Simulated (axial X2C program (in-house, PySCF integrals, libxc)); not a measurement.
ZrN⁺: from the spin-free to the two-component result

All values were computed with an axial X2C code built on PySCF integrals. Spin-free means the one-electron spin-free X2C Hamiltonian; two-component (2c) means X2C with spin–orbit coupling and atomic mean-field two-electron Coulomb and Gaunt terms, so the difference of the two also holds small scalar two-electron terms. Basis: Zr dyall-cv3z [11s12p9d6f3g], N dyall-av3z [7s7p3d2f] (cores contracted in-house); Gaussian nuclei, density fitting, unrestricted open shells. Masses: Zr 89.905 u, N 14.003 u.

Spin-free state: M_S = 0, Λ = 0 (closed shell); fragments Zr+ + N.

```csv
level,Re (Å),ωe (cm⁻¹),De (eV),μ (D)
PBE0,1.635,1133.6,5.948,-6.02
PBE,1.661,1072.1,6.862,-5.76
```

Dipoles are positive if N is the positive end and refer to the centre of mass.

Two-component determinant lowest at the distance of the search:

Ω = 0 (closed shell); fragments Zr+ + N.

| level | Re (Å) | ωe (cm⁻¹) | μ (D) |
| --- | --- | --- | --- |
| PBE0 | 1.634 | 1133.8 | -6.01 |
| PBE | 1.661 | 1072.2 | -5.75 |

Q: From the two tables, how do the constants change at the PBE0 level (2c against spin-free)?

A: At the PBE0 level Re is unchanged within 0.001 Å and ωe stays the same within 0.2 cm⁻¹.

Occupations by symmetry block were frozen at the best pattern of an incomplete PBE0 search. Closed shells are restricted here (equal orbitals for both partners); the stretched side of such a curve lies too high. De is counted from the lowest determinant-based energies of the atoms at the same level, without counterpoise correction. De is not given where an atomic determinant may have missed its ground term or J level, or where the truncated virtual space spoils (T). The functionals have no current-density term, which raises determinants with orbital currents, atoms included.
